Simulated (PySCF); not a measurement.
ZrF at PBE0

Level: PBE0. Zr cc-pVDZ-PP with ECP28, F cc-pVDZ; scalar-relativistic core potentials (PySCF 2.14).

For ZrF, the state is quartet, unpaired electrons σ ↑, π ↑, δ ↑, a mixture of terms (⟨Lz²⟩ = 5.0), a second solution, started from another occupation and the bond length is 1.935 Å. The harmonic wavenumber is 643 cm⁻¹. The force constant is 3.82 mdyn/Å and the rotational constant Be is 0.2872 cm⁻¹. The anharmonicity ωexe is 2.66 cm⁻¹, the vibration–rotation constant αe is 0.00161 cm⁻¹ and the bond order (Mayer) is 1.14. The dipole moment (positive dipole means Zr(−)F(+)) is -2.29 D.

De is left out where the level can put another filling of the metal’s s and d shells below the measured ground configuration, by anything from nothing to about 1 eV. Spin–orbit coupling is left out, which matters for elements this heavy, above all for dissociation energies.
